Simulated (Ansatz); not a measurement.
Name a neutral molecule of Al, C, N, O and H with HOMO–LUMO gap (PBE0/def2-TZVPP) between 6.45 and 6.75 eV and LUMO energy (PBE0/def2-TZVPP) between 0.05 and 0.35 eV (Ansatz, PBE0-D4/def2-TZVP geometry).

`[CH3][Al-]([CH3])([NH3+])[OH]` (6.72 eV, 0.12 eV). Other molecules can fit too; these were computed, each in one conformer that needn't be the lowest.
